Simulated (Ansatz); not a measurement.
Molecule: sum formula CuOBrH, net charge 0, doublet state. The spin state was set by rule; other spins were not relaxed. SMILES: [Br][Cu][OH]
Structure (B3LYP-D3(BJ)/def2-TZVP (Ansatz, an electronic-structure program) minimum search):
```xyz
4

Cu    -0.2100    -0.8089     0.0000
Br     0.3486     1.3308    -0.0037
O     -0.6091    -2.5320    -0.0583
H     -1.2381    -2.8622     0.5962
```
Charge 0, spin multiplicity 2.

Parts of the frozen-core correlation energy in STO-3G (Ansatz, hartree). Frozen orbitals: 24; correlated occupied orbitals by spin: 13 and 12; virtual: 5 and 6. Open shells are spin-unrestricted. Spin-orbit coupling is left out. Non-relativistic.

```csv
term,value
reference (HF),-4239.58955
MP2 opposite-spin,-0.06757
MP2 same-spin,-0.02012
CCSD correlation,-0.11943
(T),-0.01388
T1 diagnostic,0.047
largest doubles amplitude,0.151
<S^2> of the reference,1.539
```
